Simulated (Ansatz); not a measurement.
System: SiCl3, charge 1, multiplicity 1. 
Structure (B3LYP-D3(BJ)/def2-TZVP (Ansatz, a program for electronic structure) minimum search):
```xyz
4

Si     0.0000     0.0000     0.0000
Cl    -1.6886    -0.9873     0.0232
Cl    -0.0108     1.9561    -0.0084
Cl     1.6994    -0.9688    -0.0148
```
Charge +1, spin multiplicity 1.

Basis-set convergence of Hartree-Fock and CCSD correlation energies (hartree) with Ansatz. Valence correlation only, unless marked. No spin-orbit coupling. Non-relativistic.

| basis | functions | E(HF) | E(corr, CCSD) |
|---|---|---|---|
| cc-pV(D+d)Z | 92 | -1667.28546 | -0.52702 |
| cc-pV(T+d)Z | 156 | -1667.35570 | -0.69721 |
| cc-pV(Q+d)Z | 256 | -1667.37024 | -0.75733 |

Extrapolating the two largest sets (X = 3 and 4) as X^-3: E(corr) = (64·(-0.75733) - 27·(-0.69721))/37 = -0.8012 Eh, an estimate of the basis-set limit. The largest set recovers 94.5 % of it, the smallest 65.8 %.
